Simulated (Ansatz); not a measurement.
All numbers were calculated with Ansatz.

A structure relaxed at PBE0-D4/def2-TZVP, charge 0, multiplicity 1:

```tsv
atom	x (Å)	y (Å)	z (Å)
O1	-0.849	2.144	1.025
Al2	0.603	1.803	0.222
C3	0.723	0.219	-0.963
O4	-0.436	-0.627	-0.892
Si5	-0.646	-1.751	0.257
F6	0.417	-2.934	0.110
H7	-1.638	1.613	0.936
H8	1.799	2.813	0.426
H9	0.799	0.560	-2.004
H10	1.638	-0.364	-0.797
H11	-2.000	-2.308	0.079
H12	-0.409	-1.167	1.603
```

Question: Give its formula and SMILES.

Answer: CH6AlFO2Si, `[OH][AlH][CH2]O[SiH2]F`.

Question: Summarise the bond lengths by kind.

Answer: 1 × Al–O 1.693 Å; 1 × H–O 0.956 Å; 1 × Al–C 1.982 Å; 1 × Al–H 1.579 Å; 1 × C–O 1.437 Å; 2 × C–H 1.097 to 1.098 Å; 1 × O–Si 1.621 Å; 1 × F–Si 1.596 Å; 2 × H–Si 1.475 to 1.487 Å.
